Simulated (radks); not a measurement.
The numbers below are computed, except where a source is named.
Question: Excited configurations of O2+: one electron is placed in a higher orbital outside [He] 2s2 2p1. The ground configuration is [He] 2s2 2p2. Code: a radial shooting solver on a logarithmic mesh with Libxc functionals. Model: Dirac Kohn-Sham, LDA (Slater exchange, Perdew-Wang correlation), spin-unpolarised, spherical densities, finite nucleus; open shells fill j = l - 1/2 first; Fermi nuclear charge, rms radius 2.6991 fm. Excitation = E - E(ground); binding = E(ion) - E, where the ion is the core of charge +3; n* = 3/sqrt(2 binding) in atomic units, and the quantum defect is n - n*.

outer orbital  excitation (eV)  binding (eV)     n*  quantum defect  eigenvalue (eV)  <r> (bohr)
3s1/2                   32.406        21.593  2.381           0.619          -18.247       2.883
4s1/2                   43.113        10.886  3.354           0.646           -9.319       5.718
4d3/2                   45.572         8.427  3.812           0.188           -7.000       6.374
4f5/2                   46.347         7.653  4.000          0.000           -6.178       5.982
5s1/2                   47.428         6.571  4.317           0.683           -5.680       9.509
5d3/2                   48.577         5.422  4.752           0.248           -4.615       10.56
6s1/2                   49.597         4.402  5.274           0.726           -3.832       14.26
6p1/2                   49.897         4.103  5.463           0.537           -3.562       15.01
7p1/2                   51.024         2.976  6.415           0.585           -2.600       20.91
7f5/2                   51.354         2.645  6.804           0.196           -2.288       21.87

Estimate the row for 3p1/2.

Answer: excitation (eV) 35.645; binding (eV) 18.354; n* 2.583; quantum defect 0.417; eigenvalue (eV) -15.223; <r> (bohr) 3.071. The Delta-SCF ionisation energy is 53.999 eV (NIST Atomic Spectra Database: 54.936 eV, semi-empirical). Self-interaction in the functional shifts the binding energies and quantum defects, so they are the method's values and not measured ones. Spin polarisation and multiplet splitting are left out, so open shells lie too high by an amount that depends on their filling.

Beside tabulated values, note that spin-unpolarised runs miss the spin-polarisation part of the exchange energy of open shells.
